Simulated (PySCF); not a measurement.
Job file and geometry (Å, from GFN2-xTB) of an NMR shielding run on `BC[C@@H](C)C(C)(C)C`, C₇H₁₇B, PySCF 2.14.0, density-fitted response routines, GIAO PBE0/pcSseg-1 NMR shielding, non-relativistic, gas phase; density fitting, a coarse starting grid and PySCF grid level 2 are the driver's defaults:

```
$ OMP_NUM_THREADS=1 python probes_run.py task.json out

{"job": {"kind": "nmr", "xc": "PBE0", "basis": "pcSseg-1"}, "charge": 0, "multiplicity": 1}
B      1.954702    -1.675594     0.260640
C      1.800713    -0.154999    -0.131433
C      0.565823     0.551849     0.461403
C      0.663765     2.054213     0.191705
C     -0.757673    -0.081888    -0.037724
C     -0.790916    -1.546232     0.401519
C     -0.903451    -0.018250    -1.560336
C     -1.961970     0.625651     0.599169
H      2.000302    -1.967972     1.395134
H      2.252678    -2.476859    -0.543187
H      2.678465     0.360029     0.274071
H      1.823895     0.022827    -1.207422
H      0.587642     0.408201     1.548421
H     -0.177865     2.593630     0.617264
H      1.572763     2.447155     0.643378
H      0.707084     2.259414    -0.875383
H     -0.860220    -1.623746     1.484326
H     -1.636375    -2.069089    -0.041873
H      0.125715    -2.055925     0.084094
H     -0.145689    -0.621374    -2.052262
H     -1.879906    -0.400149    -1.852351
H     -0.824780     1.004372    -1.918946
H     -1.829726     0.723431     1.674594
H     -2.867918     0.050277     0.419312
H     -2.107992     1.615173     0.175020
```

Q: What does the program print?

A: 
```
coarse grid: 19232 points
cycle   1  E = -301.2652755089  dE =  5.437e-01  |g| = 5.012e-01  |ddm| = 4.124e+00
cycle   2  E = -301.2522707236  dE =  1.300e-02  |g| = 5.602e-01  |ddm| = 1.003e+00
cycle   3  E = -301.3349073234  dE = -8.264e-02  |g| = 5.546e-02  |ddm| = 5.860e-01
cycle   4  E = -301.3355214517  dE = -6.141e-04  |g| = 2.678e-02  |ddm| = 8.965e-02
cycle   5  E = -301.3356888006  dE = -1.673e-04  |g| = 4.574e-03  |ddm| = 2.623e-02
cycle   6  E = -301.3356939515  dE = -5.151e-06  |g| = 9.828e-04  |ddm| = 5.360e-03
final grid: 180992 points
cycle   7  E = -301.3861027622  dE = -1.033e-04  |g| = 1.093e-02  |ddm| = 5.534e-02
cycle   8  E = -301.3860896776  dE =  1.308e-05  |g| = 1.303e-02  |ddm| = 2.301e-02
cycle   9  E = -301.3861340569  dE = -4.438e-05  |g| = 1.100e-03  |ddm| = 1.346e-02
cycle  10  E = -301.3861343250  dE = -2.681e-07  |g| = 3.516e-04  |ddm| = 1.584e-03
cycle  11  E = -301.3861343528  dE = -2.784e-08  |g| = 5.910e-05  |ddm| = 2.808e-04
cycle  12  E = -301.3861343537  dE = -8.404e-10  |g| = 1.469e-05  |ddm| = 7.309e-05
converged SCF energy = -301.3861343537

GIAO shielding tensors (ppm)
atom      isotropic    diamagn.    paramagn.     s11        s22        s33       span
  0 B       31.880     191.302    -159.422    -39.826      2.043    133.423    173.250
  1 C      151.932     250.518     -98.586    121.092    155.008    179.697     58.605
  2 C      134.393     247.750    -113.357    115.246    136.580    151.352     36.107
  3 C      165.440     247.627     -82.187    149.886    158.959    187.477     37.591
  4 C      152.901     246.415     -93.513    147.171    151.501    160.032     12.861
  5 C      145.258     250.757    -105.498    119.357    136.080    180.338     60.981
  6 C      165.058     248.932     -83.874    152.345    154.719    188.111     35.767
  7 C      157.647     248.105     -90.457    136.347    150.532    186.063     49.716
  8 H       24.909      30.475      -5.566     17.182     26.433     31.112     13.930
  9 H       24.556      29.666      -5.110     18.134     26.307     29.228     11.094
 10 H       30.835      31.343      -0.508     26.792     28.305     37.407     10.615
 11 H       30.021      33.031      -3.010     26.785     28.877     34.400      7.615
 12 H       29.841      35.315      -5.473     27.006     28.523     33.995      6.989
 13 H       30.437      31.815      -1.378     24.769     29.924     36.618     11.849
 14 H       30.619      30.683      -0.065     26.156     28.066     37.633     11.477
 15 H       30.666      31.921      -1.255     26.769     29.657     35.572      8.803
 16 H       30.499      32.733      -2.235     26.768     28.198     36.530      9.762
 17 H       30.403      32.221      -1.818     26.602     27.816     36.790     10.188
 18 H       34.459      33.906       0.553     30.928     33.775     38.673      7.744
 19 H       30.985      32.613      -1.628     26.096     29.688     37.171     11.075
 20 H       31.275      32.211      -0.936     27.284     28.815     37.726     10.442
 21 H       30.822      32.715      -1.893     25.926     29.766     36.773     10.847
 22 H       31.094      32.085      -0.992     27.105     28.313     37.863     10.759
 23 H       30.783      31.594      -0.810     26.624     28.422     37.304     10.680
 24 H       30.499      32.176      -1.677     26.328     28.975     36.195      9.868
```

Size and cost of the density-fitted run: 221 basis functions, 48 s wall time on 1 thread of an Arm Neoverse V1, shared host; peak memory 1 GiB.
